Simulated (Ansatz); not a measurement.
A structure relaxed at PBE0-D4/def2-TZVP, charge 0, multiplicity 1:

Cartesian coordinates in Å:
```
C 0.1507 -0.2436 -0.9141
B -0.4817 -0.4338 0.4930
Te -0.1751 0.8352 2.1631
H 0.7247 -1.1417 -1.1743
H -0.6471 -0.1877 -1.6649
H 0.7976 0.6265 -1.0285
H -1.2131 -1.3495 0.7348
H 0.8440 1.8945 1.3908
```

(1) Give its formula and SMILES.

(2) Point group (tolerance 0.08 Å, 0.16 Å for H)?

(3) Summarise the bond lengths by kind.

Results:

(1) CH5BTe, `CB[TeH]`.

(2) Cs.

(3) 1 × B–C 1.554 Å; 3 × C–H 1.090 to 1.097 Å; 1 × B–Te 2.120 Å; 1 × B–H 1.197 Å; 1 × H–Te 1.660 Å.

Program: Ansatz 0.2.0.
